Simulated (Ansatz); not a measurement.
Basis-set extrapolation for CH5BFNSi, SMILES `C[Si]1(F)BN1` (PBE0-D4/def2-TZVP geometry, frozen core, the Gaussian-basis code of Ansatz). Multiplicity 1, RHF reference.

|  | def2-TZVPP | def2-QZVPP |
| --- | --- | --- |
| HF | -508.471990 | -508.491696 |
| MP2 correlation | -0.842722 | -0.908309 |
| CCSD(T) correlation | -0.909529 | not run |

Energies in hartree. Use E(X) = E(∞) + A·exp(−7.88·√X) for Hartree–Fock and E(X) = E(∞) + B·X^(−2.97) for correlation, with X = 3 and 4, and add CCSD(T) minus MP2 of the smaller set to the MP2 limit.

What is the CCSD(T) energy at the basis-set limit?

HF limit: -508.491696 + (-0.019706) × 0.13774 = -508.49441. MP2 limit: -0.908309 + (-0.065587) × 0.74074 = -0.95689. Higher-order term: -0.909529 − (-0.842722) = -0.06681. Total: -509.51811 hartree, 358.6 kJ/mol below CCSD(T)/def2-TZVPP.
